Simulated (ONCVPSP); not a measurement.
Reading a pseudo-wave (molybdenum)

Columns: radius, all-electron u(r) and pseudo u(r) of the 4d shell (level -20.75 eV) of molybdenum in the configuration [Ar] 3d10 4s2 4p6 4d4; revPBE, scalar-relativistic, ONCV scheme, ONCVPSP 4.0.1.

| r (bohr) | all-electron | pseudo |
| --- | --- | --- |
| 0.088 | -0.1092 | 0.0013 |
| 0.175 | -0.3045 | 0.0098 |
| 0.262 | -0.3790 | 0.0315 |
| 0.350 | -0.3191 | 0.0709 |
| 0.438 | -0.1766 | 0.1292 |
| 0.525 | -0.0029 | 0.2043 |
| 0.612 | 0.1723 | 0.2931 |
| 0.700 | 0.3337 | 0.3916 |
| 0.788 | 0.4717 | 0.4925 |
| 0.875 | 0.5825 | 0.5879 |
| 0.962 | 0.6679 | 0.6727 |
| 1.050 | 0.7306 | 0.7425 |
| 1.138 | 0.7725 | 0.7927 |
| 1.225 | 0.7967 | 0.8217 |
| 1.312 | 0.8069 | 0.8313 |
| 1.400 | 0.8057 | 0.8248 |
| 1.487 | 0.7957 | 0.8071 |
| 1.575 | 0.7787 | 0.7832 |
| 1.662 | 0.7567 | 0.7574 |
| 1.750 | 0.7308 | 0.7308 |
| 1.838 | 0.7022 | 0.7021 |
| 1.925 | 0.6721 | 0.6721 |
| 2.012 | 0.6411 | 0.6411 |
| 2.100 | 0.6093 | 0.6093 |
| 2.188 | 0.5775 | 0.5774 |
| 2.275 | 0.5464 | 0.5463 |

(1) How many radial nodes do the two functions have?

(2) At about which radius was the pseudo-wave matched?

(3) Is the pseudo-wave norm-conserving?

Answers

(1) The all-electron 4d function has n − l − 1 = 1; the pseudo-wave has 0, since the states of the same l below it are removed with the core.

(2) 1.75 bohr, where the columns begin to agree (steps of 0.09 bohr).

(3) Yes: the ONCV scheme keeps the norm inside the radius equal to the all-electron one, which fixes the energy derivative of the logarithmic derivative at the level.
